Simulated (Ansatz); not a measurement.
Energy needed to pull apart AlH$_{3}$Te (SMILES [AlH2][TeH]), singlet, into free ground-state atoms, from the structure below (displaced at random from a GFN2-xTB minimum); no zero-point or spin–orbit terms; open-shell atoms are treated unrestricted, in their ground-state multiplicity.

```xyz
5
angstrom
Al -0.4703 -0.5622 -0.0775
Te 0.2947 1.7942 -0.7357
H -1.3357 -0.7388 1.1352
H -0.0616 -1.7281 -0.8128
H 1.5457 1.3449 0.3614
```

Program: Ansatz 0.2.0. Basis: def2-TZVPP. Cores are frozen in the correlated methods. Filled d shells of the heavier atoms are correlated. Core potentials replace the inner electrons of the atoms past krypton. The def2 sets are not built for correlating such inner shells, so the correlated values are less sure here.

```json
{"method": "PBE-D4", "atomization energy (eV)": "11.09"}
{"method": "r2SCAN-D4", "atomization energy (eV)": "?"}
{"method": "PBE0-D4", "atomization energy (eV)": "?"}
{"method": "BHLYP-D4", "atomization energy (eV)": "11.13"}
{"method": "CAM-B3LYP-D4", "atomization energy (eV)": "11.26"}
{"method": "wB97M-V", "atomization energy (eV)": "11.25"}
{"method": "HF", "atomization energy (eV)": "8.07"}
{"method": "MP2", "atomization energy (eV)": "10.93"}
{"method": "CCSD", "atomization energy (eV)": "10.91"}
{"method": "CCSD(T)", "atomization energy (eV)": "11.06"}
```

Problem. What does r2SCAN-D4 give? (Judge from chemistry; the value comes from the calculation.)

Solution. Computed: 11.28 eV, which is about 0.21 eV more than CCSD(T)/def2-TZVPP.

Problem. What does PBE0-D4 give? (To be estimated.)

Solution. By the calculation: 11.06 eV, which is about 0.01 eV less than CCSD(T)/def2-TZVPP.

In triple zeta the MP2 and coupled-cluster atomization energies are still short of their basis limit by a few kcal/mol a bond, whereas those of the functionals are nearly converged, so these differences are not deviations from converged CCSD(T).

No T1 diagnostic of these runs exceeds 0.011.

For scale, one of the runs: CCSD(T)/def2-TZVPP forces, 134 basis functions (an equivalent command: `ansatz run in.yaml --threads 4`). The run took 33 s on 4 CPU threads (shared host), with 1.3 GiB of host memory at its peak.
